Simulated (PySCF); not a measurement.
SiCl₂I₂, SMILES Cl[Si](Cl)(I)I.

Geometry optimised at PBE0-D3(BJ)/def2-SVP. The def2 effective core potentials stand for the cores of I; spin–orbit coupling is left out.

Method: PBE/def2-TZVP (PySCF).

Gas-phase values at a fixed geometry.

```
Item                                                                                                             Result
---------------------------------------------------------------------------------------------  ------------------------
total energy                                                                                        -1804.99123 hartree
point group                                                                                                         C2v
highest occupied level                                                                                         -6.78 eV
lowest empty level                                                                                             -2.86 eV
orbital gap                                                                                                     3.91 eV
dipole moment                                                                                                 0.114 e·Å
quadrupole, principal values (traceless, Buckingham form, about the centre of nuclear charge)    -2.46, -0.83, 3.29 D·Å
mean static polarisability                                                                       113.7 bohr³ (16.85 Å³)
polarisability, principal values                                                               96.4, 110.2, 134.4 bohr³
```
